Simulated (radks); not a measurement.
The numbers below are computed, except where a source is named.
Valence configurations of Ni II (all share [Ar]). Level of theory: scalar-relativistic Kohn-Sham, BLYP, spin-unpolarised, spherical densities, finite nucleus; Fermi nuclear charge, rms radius 3.7757 fm (a radial shooting solver on a logarithmic mesh with Libxc functionals). Energies are relative to 3d9; eigenvalues in eV.

\begin{tabular}{lrrrr}
valence & E (eV) & e(3d) & e(4p) & e(4s) \\ \hline
3d9 & 0.000 & -13.022 & - & - \\
3d8 4s1 & 2.852 & -17.886 & - & -13.291 \\
3d8.5 4s0.5 & 1.012 & -15.299 & - & -12.491 \\
3d8.5 4p0.5 & 3.701 & -16.104 & -7.593 & - \\
3d7.5 4s1.5 & 5.650 & -20.761 & - & -14.127 \\
3d7 4p2 & 22.367 & -26.905 & -10.149 & - \\
3d8 4p1 & 8.567 & -19.467 & -8.466 & - \\
3d7.5 4s0.5 4p1 & 11.664 & -22.331 & -8.968 & -15.085 \\
3d6 4p3 & 42.358 & -35.136 & -11.780 & - \\
3d7.5 4p1.5 & 14.747 & -23.076 & -9.316 & - \\
\end{tabular}

NIST lists [Ar] 3d9 as the ground configuration; this level of theory agrees among the configurations tried. The energies are those of spherical spin-averaged densities, not of single terms.
